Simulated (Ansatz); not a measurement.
Harmonic frequencies (cm⁻¹) at PBE0-D4/def2-TZVP from Ansatz: 30, 114, 140, 177, 274, 346, 510, 628, 657, 696, 725, 1221, 1437, 1438, 2705, 3047, 3127, 3142.

Each molecule was computed in one conformer, which needn't be the lowest.

Question: Which molecule is it?
A. `[F][Al]([SiH3])[Cl]`
B. `[CH3][Al]([SH])[Br]`
C. `C[O][Al]([Cl])[Cl]`
D. `C[Se][Al]([F])[F]`

Answer: B.
